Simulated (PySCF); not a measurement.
C4H9Cl3Si, SMILES CCCC[Si](Cl)(Cl)Cl (GFN2-xTB optimised geometry):

```
17

C      2.044    -2.149     0.001
C      1.483    -0.733     0.000
C     -0.044    -0.733     0.000
C     -0.609     0.691     0.000
Si    -2.513     0.763     0.006
Cl    -3.250    -0.127    -1.654
Cl    -3.131     2.692     0.046
Cl    -3.241    -0.192     1.634
H      1.709    -2.691     0.883
H      3.131    -2.129     0.003
H      1.712    -2.692    -0.881
H      1.844    -0.198     0.882
H      1.844    -0.200    -0.882
H     -0.403    -1.269    -0.881
H     -0.403    -1.268     0.881
H     -0.224     1.219    -0.875
H     -0.219     1.221     0.872
```

Level of theory: CAM-B3LYP/def2-SVP run with PySCF.

Q: What are the frontier orbital energies and the dipole moment?

A: HOMO-2 -10.66 eV, HOMO-1 -10.31 eV, HOMO -9.88 eV, LUMO 2.10 eV, LUMO+1 2.51 eV; dipole moment 1.89 D.

Meta-Löwdin charges at CAM-B3LYP/def2-SVP: C1 -0.28, C2 -0.15, C3 -0.15, C4 -0.41, Si5 0.93, Cl6 -0.26, Cl7 -0.26, Cl8 -0.26, H9 0.09, H10 0.10, H11 0.09, H12 0.08, H13 0.08, H14 0.08, H15 0.09, H16 0.11, H17 0.11.
